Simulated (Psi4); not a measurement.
boron oxyfluoride (BFO), singlet, geometry from GFN2-xTB; R2SCAN/cc-pVTZ (Psi4).

Here is a job for Psi4.
```
memory 2 GB

molecule {
0 1
F    -0.00000000   -0.00000000   -1.18925373
B     0.00000000    0.00000000    0.09250195
O     0.00000000    0.00000000    1.28009672
symmetry cs
}

set {
  basis cc-pvtz
}

energy('r2scan')
print_variables()
```

What the program printed (banner, timings and long lists left out):

```
   => Loading Basis Set <=

    Name: CC-PVTZ
    Role: ORBITAL
    Keyword: BASIS

         ---------------------------------------------------------
                                   SCF
               by Justin Turney, Rob Parrish, Andy Simmonett
                          and Daniel G. A. Smith
                              RKS Reference
         ---------------------------------------------------------

  ==> Geometry <==

    Molecular point group: cs
    Full point group: C_inf_v

    Geometry (in Angstrom), charge = 0, multiplicity = 1:

       Center              X                  Y                   Z               Mass
    ------------   -----------------  -----------------  -----------------  -----------------
         F            0.000000000000     0.000000000000    -1.165331140482    18.998403162730
         B            0.000000000000     0.000000000000     0.116424539518    11.009305360000
         O            0.000000000000     0.000000000000     1.304019309518    15.994914619570

  Running in cs symmetry.

  Rotational constants: A = ************  B =      0.31718  C =      0.31718 [cm^-1]
  Rotational constants: A = ************  B =   9508.93385  C =   9508.93385 [MHz]
  Nuclear repulsion =   51.831363997092723

  Charge       = 0
  Multiplicity = 1
  Electrons    = 22
  Nalpha       = 11
  Nbeta        = 11

  ==> Algorithm <==

  SCF Algorithm Type is DF.
  DIIS enabled.
  MOM disabled.
  Fractional occupation disabled.
  Guess Type is SAD.
  Energy threshold   = 1.00e-06
  Density threshold  = 1.00e-06
  Integral threshold = 1.00e-12

  ==> Primary Basis <==

  Basis Set: CC-PVTZ
    Blend: CC-PVTZ
    Number of shells: 30
    Number of basis functions: 90
    Number of Cartesian functions: 105
    Spherical Harmonics?: true
    Max angular momentum: 3

  ==> DFT Potential <==

   => LibXC <=

    Version 7.1.2
    S. Lehtola, C. Steigemann, M. J. T. Oliveira, and M. A. L. Marques,  SoftwareX 7, 1–5 (2018) (10.1016/j.softx.2017.11.002)

   => Composite Functional: R2SCAN <=

    r2SCAN Meta-GGA XC Functional  (0.1021/acs.jpclett.0c02405)
    J. W. Furness, A. D. Kaplan, J. Ning, J. P. Perdew, J. Sun  J. Phys. Chem. Lett.  11, 8208–8215, 2020

    Deriv               =              1
    GGA                 =           TRUE
    Meta                =           TRUE

    Exchange Hybrid     =          FALSE
    MP2 Hybrid          =          FALSE

   => Exchange Functionals <=

    1.0000   XC_MGGA_X_R2SCAN

[...]
   @DF-RKS iter   5:  -199.98705017861556   -6.53403e-03   4.83237e-04 ADIIS/DIIS
   @DF-RKS iter   6:  -199.98741390243086   -3.63724e-04   1.17083e-04 ADIIS/DIIS
   @DF-RKS iter   7:  -199.98743801807547   -2.41156e-05   1.19060e-05 DIIS
   @DF-RKS iter   8:  -199.98743821282207   -1.94747e-07   1.00921e-06 DIIS
   @DF-RKS iter   9:  -199.98743821445521   -1.63314e-09   8.41050e-08 DIIS
  Energy and wave function converged.

  ==> Post-Iterations <==

   Electrons on quadrature grid:
      Ntotal   =   21.9999968991 ; deviation = -3.101e-06

    Orbital Energies [Eh]
    ---------------------

    Doubly Occupied:

[...]
    Virtual:

[...]
      60Ap    12.023148

    Final Occupation by Irrep:
             Ap   App
    DOCC [     9,    2 ]
    NA   [     9,    2 ]
    NB   [     9,    2 ]

  @DF-RKS Final Energy:  -199.98743821445521

   => Energetics <=

    Nuclear Repulsion Energy =             51.8313639970927227
    One-Electron Energy =                -378.5284185869882663
    Two-Electron Energy =                 149.7903976543476006
    DFT Exchange-Correlation Energy =     -23.0807812789072848
    Empirical Dispersion Energy =           0.0000000000000000
    VV10 Nonlocal Energy =                  0.0000000000000000
    Total Energy =                       -199.9874382144552101

Computation Completed

Properties will be evaluated at   0.000000,   0.000000,   0.000000 [a0]

Properties computed using the SCF density matrix

 Multipole Moments:

 ------------------------------------------------------------------------------------
     Multipole            Electronic (a.u.)      Nuclear  (a.u.)        Total (a.u.)
 ------------------------------------------------------------------------------------

 L = 1.  Multiply by 2.5417464519 to convert [e a0] to [Debye]
 Dipole X            :          0.0000000            0.0000000            0.0000000
 Dipole Y            :         -0.0000000            0.0000000           -0.0000000
 Dipole Z            :         -1.7987555            0.9945570           -0.8041985
 Magnitude           :                                                    0.8041985

 ------------------------------------------------------------------------------------

  Variable Map:
  ----------------------------------------------------------------------------
[...]
  Array Variable Map:
  ----------------------------------------------------------------------------
[...]
[...]
```
